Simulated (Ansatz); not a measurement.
Compare A (`N[SiH](Cl)BF`) with its isomer B (`NB[SiH](F)Cl`).

Gas-phase electronic energies from Ansatz, PBE0-D4/def2-TZVP geometries. CCSD(T)/CBS is the MP2 limit (def2-TZVPP, def2-QZVPP) plus CCSD(T) − MP2 in def2-TZVPP, frozen cores. Functionals use def2-TZVPP. One conformer a species, not always the lowest.

Which is lower in electronic energy at CCSD(T)/CBS, and by how much? (Best estimate.)

The calculation gave: B, by 23.1 kcal/mol.

Give E(B) − E(A) in kcal/mol with MP2/def2-TZVPP, r2SCAN-D4, ωB97M-V, CCSD(T)/def2-SVP, PBE-D4, BLYP-D4, CCSD(T)/def2-TZVPP. (An estimate is asked.)

The calculation gave: MP2/def2-TZVPP -23.2, r2SCAN-D4 -23.3, ωB97M-V -23.0, CCSD(T)/def2-SVP -22.9, PBE-D4 -22.9, BLYP-D4 -22.8, CCSD(T)/def2-TZVPP -22.9. None reverses the order clearly.

Does the order hold for the free energy at 298.15 K (harmonic terms from PBE0-D4)? (Estimate.)

The calculation gave: Yes: G(B) − G(A) = -21.3 kcal/mol, for one conformer each. Modes under 60 cm⁻¹, often nearly free rotors, make the harmonic entropy too high.

Largest T1 diagnostic: 0.012.

Leaving LDA and LC-ωPBE aside and taking each functional with its dispersion term where it has one, the values, not all of them listed here, spread over 1.0 kcal/mol, from B97M-V to revPBE-D4. LDA lies −1.0 kcal/mol from PBE without D4. In def2-TZVPP, CCSD(T) changes the Hartree–Fock value by −2.0 kcal/mol (the triples alone add −0.2 kcal/mol) and MP2 by −2.3 kcal/mol.
